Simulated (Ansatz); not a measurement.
Ideal-gas functions of AlFH₂SeSiZn (`[F][Al]1[Zn][SiH2][Se]1`) at 500 K and 1 bar, from an Ansatz frequency run at PBE0-D4/def2-TZVP.

Molar mass 220.43 g/mol, point group Cs (symmetry number 1), electronic degeneracy 1, moments of inertia 355.12, 408.268, 757.52 u Å². Harmonic wavenumbers (cm⁻¹, unscaled): 63, 128, 136, 155, 256, 306, 321, 378, 398, 607, 660, 847, 934, 2204, 2218.

Use S(trans) = R[1.5 ln M + 2.5 ln T − 1.1517]; rotational temperatures θ = 24.2544 K / I; S(rot) = R[ln(√π/σ · √(T³/θAθBθC)) + 1.5]; for each mode x = 1.438777 ν̃/T, S = R[x/(eˣ − 1) − ln(1 − e⁻ˣ)] and H = RT x/(eˣ − 1); 1 cm⁻¹ = 0.0119627 kJ/mol; R = 8.31446 J/(mol·K).

Problem. By hand: the entropy, in J/(mol·K).

Solution. Translation 186.9. Rotation: θ = 0.0683, 0.0594, 0.032 K, giving 131.9. Vibration, mode by mode: 22.52, 16.67, 16.17, 15.10, 11.04, 9.64, 9.26, 8.01, 7.63, 4.66, 4.13, 2.70, 2.22, 0.11, 0.10, in all 130.0. Electronic 0.0. Sum 448.8 J/(mol·K).

Problem. By hand: H − E and G − E in kJ/mol, counted from the electronic energy.

Solution. Zero-point energy ½ × 9611 × 0.0119627 = 57.5; thermal vibration 31.2; translation, rotation and pV give 4 RT = 16.6. H − E = 105.3 kJ/mol, and G − E = 105.3 − 500 × 448.8/1000 = -119.1 kJ/mol.

Vibration gives 29 % of the entropy, 55.4 J/(mol·K) of it from the modes under 150 cm⁻¹: soft modes count most, and the harmonic formula is weakest for them.
